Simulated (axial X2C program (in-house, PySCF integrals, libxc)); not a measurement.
Bond lengths and stretching modes, held linear, of FAsF⁻

Calculated with an axial X2C code built on PySCF integrals: two-component X2C with atomic mean-field Coulomb and Gaunt terms, Gaussian nuclei, basis F dyall-av3z, As dyall-v3z with contracted cores. Spin-free rows use the one-electron spin-free X2C Hamiltonian.

Masses F 18.998, As 74.922, F 18.998 u. States: 2c Ω = 1 (beyond evenly filled blocks: ω = -1/2, ω = 3/2); spin-free M_S = 1, Λ = 0 (beyond evenly filled blocks: π+α, π-α).

HF, spin-free: energies above the lowest point

```csv
r(F–As) (Å),r(As–F) (Å),E (meV)
1.9188,1.9188,30.49
1.9188,1.9680,10.46
1.9188,2.0172,10.17
1.9680,1.9188,10.46
1.9680,1.9680,0.00
1.9680,2.0172,8.95
1.9680,2.0664,32.71
2.0172,1.9188,10.17
2.0172,1.9680,8.95
2.0172,2.0172,26.80
2.0664,1.9680,32.71
2.0664,2.0664,99.61
```

**Question.** Fit a quadratic surface with cubic terms in each bond: where is the minimum, and what are the two stretching wavenumbers?

**Answer.** At HF, spin-free: bonds 1.968 and 1.968 Å; harmonic stretches 302.6 and 407.0 cm⁻¹; force constants 1.27, 1.27 and coupling 0.59 mdyn/Å.

The other levels and Hamiltonians give:

```
Hamiltonian  level  r(F–As) (Å)  r(As–F) (Å)  lower stretch (cm⁻¹)  upper stretch (cm⁻¹)
         2c   PBE0        1.967        1.967                 373.1                 412.8
         2c     HF        1.969        1.969                 302.7                 406.9
         2c  B3LYP        1.990        1.990                 357.9                 402.6
         2c    MP2        1.977        1.977                 370.3                 410.6
  spin-free   PBE0        1.967        1.967                 373.1                 412.9
  spin-free  B3LYP        1.989        1.989                 358.0                 402.9
  spin-free    MP2        1.976        1.976                 370.4                 410.8
```

Each state is one determinant, the lowest of a limited PBE0 search; the stretches come from a fit to these few points and carry an uncertainty of a few per cent. Other orders of the atoms were not compared. The levels spread by more than a fifth, so the stretches depend strongly on the method. MP2 freezes inner shells (threshold -2 hartree). For an anion the highest level of a functional can be positive, and the basis then holds the extra electron. The molecule was held linear; bending was not examined, so a bent shape may lie lower. Open-shell Ω = 0 determinants with evenly filled partner blocks cannot be reached by this program, so the Ω shown need not be the lowest component. Note: several unpaired electrons, one determinant need not be a pure state.
